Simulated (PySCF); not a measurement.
C8H13P.
Cartesian coordinates in Å at the PBE0-D3(BJ)/def2-SVP level; atoms count from 1:
```
atom  x, y, z in Å
C1     1.840    1.613   -1.210
C2     1.451    0.389   -0.450
C3     2.029   -0.073    0.670
C4     1.433   -1.291    1.312
C5     0.481   -1.935    0.295
P6     0.027   -0.656   -0.985
C7    -1.331    0.252   -0.143
C8    -2.753   -0.082   -0.509
C9    -2.157    1.212   -0.959
H10    2.692    2.129   -0.742
H11    2.111    1.366   -2.249
H12    0.999    2.324   -1.266
H13    2.882    0.436    1.136
H14    0.899   -0.997    2.236
H15    2.211   -2.001    1.638
H16   -0.425   -2.365    0.748
H17    0.990   -2.751   -0.241
H18   -1.145    0.537    0.900
H19   -3.501   -0.063    0.288
H20   -2.915   -0.860   -1.262
H21   -2.487    2.136   -0.477
H22   -1.912    1.319   -2.020
```

The calculation used PySCF 2.14.0, density-fitted response routines, TDDFT B3LYP/def2-SVPD, vertical, gas phase, core orbitals frozen in the response.

Ground-to-excited transition dipoles (e·a0, same axes as the geometry; the sign carries no meaning), for the states with f of 0.002 or more among the lowest 7:

```csv
state,E (eV),μx,μy,μz
S1,5.179,-0.637,0.107,-0.446
S2,5.746,0.175,0.013,0.079
S3,5.830,-0.106,-0.315,0.096
S4,6.186,0.470,-0.202,-0.005
S5,6.298,-0.432,-0.048,-0.527
S6,6.420,0.145,-0.377,0.406
S7,6.586,-0.105,-0.067,-0.292
```

Problem. What oscillator strength does each state have?

Solution. f = (2/3) ΔE |μ|² with ΔE in hartree (27.2114 eV).

```json
{"state": "S1", "|μ|² (au)": "0.617", "|μ| (D)": "2.00", "f": "0.078"}
{"state": "S2", "|μ|² (au)": "0.037", "|μ| (D)": "0.49", "f": "0.005"}
{"state": "S3", "|μ|² (au)": "0.120", "|μ| (D)": "0.88", "f": "0.017"}
{"state": "S4", "|μ|² (au)": "0.261", "|μ| (D)": "1.30", "f": "0.040"}
{"state": "S5", "|μ|² (au)": "0.467", "|μ| (D)": "1.74", "f": "0.072"}
{"state": "S6", "|μ|² (au)": "0.328", "|μ| (D)": "1.45", "f": "0.052"}
{"state": "S7", "|μ|² (au)": "0.101", "|μ| (D)": "0.81", "f": "0.016"}
```

Problem. What angle do the transition dipoles of S3 and S5 make?

Solution. |cos θ| = |μa·μb| / (|μa| |μb|) = 0.04, so θ ≈ 87° (taken between 0 and 90°, since the signs are arbitrary).

Problem. How is the summed strength of these states shared among x, y and z?

Solution. (2/3) Σ ΔE μα² gives 0.125 for x, 0.045 for y and 0.110 for z, 0.280 in all.

Problem. What peak molar absorption coefficient would the strongest computed level give as a lone Gaussian band 0.3 eV wide at half height?

Solution. ε(max) = 2.175×10⁸ f / FWHM, with the width in cm⁻¹. S1: 2.175×10⁸ × 0.0782 / 2420 ≈ 7000 L mol⁻¹ cm⁻¹.

The vertical ionisation energy (ΔSCF) is 7.97 eV, 1.39 eV above S7.

One conformer stands for the species.
